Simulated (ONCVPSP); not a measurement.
## What the settings do to the ONCV potential of osmium (Os)

Base potential:

Os, optimised norm-conserving Vanderbilt (ONCV), made with ONCVPSP 4.0.1 (PBEsol, scalar-relativistic). Core [Kr] 4d10 4f14, reference 5s2 5p6 5d6 6s1.5 (charge +0.5). Waves: 5s+6s: rc 1.85 bohr, ncon 4, nbas 7, qcut 7 1/bohr, 2 projectors; 5p: rc 1.15 bohr, ncon 4, nbas 7, qcut 5.7 1/bohr, 1 projector; 5d: rc 1.50 bohr, ncon 4, nbas 9, qcut 6.2 1/bohr, 2 projectors, debl 1.4 Ha; f scattering state at 0.27 Ha: rc 1.75 bohr, ncon 4, nbas 7, qcut 7.2 1/bohr, 3 projectors, debl 2.3 Ha. Local part: polynomial inside 0.95 bohr (lpopt 5, dvloc0 0 Ha). Core correction: Teter function, fcfact 4.5, rcfact 1.5.

All-electron outer shells of the reference configuration (PBEsol, scalar-relativistic, ld1.x):

```json
{"shell": "5s", "level (eV)": "-95.49", "outermost node (bohr)": "0.51", "outermost maximum (bohr)": "0.91"}
{"shell": "4f", "level (eV)": "-55.90", "outermost node (bohr)": "–", "outermost maximum (bohr)": "0.40"}
{"shell": "5p", "level (eV)": "-54.76", "outermost node (bohr)": "0.55", "outermost maximum (bohr)": "1.03"}
{"shell": "5d", "level (eV)": "-10.11", "outermost node (bohr)": "0.60", "outermost maximum (bohr)": "1.36"}
{"shell": "6s", "level (eV)": "-9.60", "outermost node (bohr)": "1.20", "outermost maximum (bohr)": "2.45"}
```

Cutoffs, loose and tight: the cutoffs (Ha) at which the residual kinetic energy of the hardest occupied pseudo-wave falls to 1 and 0.1 mHa per electron. They do not see the model core or the augmentation charge, which bear on the density cutoff. Test errors are all-electron minus pseudo excitation energies from the reference, over the configurations 5s2 5p6 5d6 6s2; 5s2 5p6 5d6 6s1; 5s2 5p6 5d6 6s0; 5s2 5p6 5d4 6s0. A dash means not determined; rows that change the core or the reference have their own tests.

A true bound ghost makes a file unfit for plane-wave use even where its test errors are small: the radial tests pick states by their node count and pass the ghost by.

```tsv
change	outcome	cutoff, loose	cutoff, tight	bound ghosts	GHOST(+) flags above zero	largest test error (meV)
base	generated	101 Ha	118 Ha	s, f	p, f	-38
core correction Teter function, fcfact 1.6, rcfact 1.5	generated	101 Ha	118 Ha	s, f	p, f	-34
core correction Teter function, fcfact 2.6, rcfact 1.5	generated	101 Ha	118 Ha	s, f	p, f	-35
core correction Teter function, fcfact 3.3, rcfact 1.5	generated	101 Ha	118 Ha	s, f	p, f	-36
core correction Teter function, fcfact 4.3, rcfact 1.5	generated	101 Ha	118 Ha	s, f	p, f	-38
core correction Teter function, fcfact 5.1, rcfact 1.5	generated	101 Ha	118 Ha	s, f	p, f	-40
core correction Teter function, fcfact 5.7, rcfact 1.5	generated	101 Ha	118 Ha	s, f	p, f	-41
core correction Teter function, fcfact 6.5, rcfact 1.5	generated	101 Ha	118 Ha	s, f	p, f	-43
core correction Teter function, fcfact 7.6, rcfact 1.5	generated	101 Ha	118 Ha	s, f	p, f	-46
```

Reading the sweep of the fcfact (base included, trends over the rows without a ghost): Bound ghosts are found at 1.6, 2.6, 3.3, 4.3, 4.5, 5.1, 5.7, 6.5, 7.6. Every judged row has one, so this setting neither creates nor removes them.
